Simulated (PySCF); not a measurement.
# Energy of Er (erbium, neutral) between two integer charges

The 6s beta orbital of [Xe] 4f12 6s2 is emptied in steps (occupation f), with all orbitals relaxed, ending at [Xe] 4f12 6s1. Calculation: PySCF 2.14, in def2-SVP with the def2 core potential (28 electrons) (10s7p4d3f1g, 81 functions); scalar relativity through the core potential. The exact energy is a straight line in f; departures are measured from the line between the end points of the same method.

```csv
f,UHF (eV)
1,0.000
0.9,0.017
0.7,0.036
0.5,0.040
0.3,0.032
0.1,0.013
0,0.000
```

```json
{"method": "UHF", "E(f=0) − E(f=1) (eV)": "4.959", "−ε at f=1 (eV)": "5.152", "−ε at f=0.5 (eV)": "4.945"}
```

Orbital energy along the path (eV):

```
  f     UHF
  1  -5.152
0.9  -5.101
0.7  -5.015
0.5  -4.945
0.3  -4.889
0.1  -4.842
  0  -4.822
```

Reference removal energy between the ground levels: 6.108 eV (measured; NIST Atomic Spectra Database, ionization energies). The calculation has no spin-orbit coupling. UHF lacks correlation.
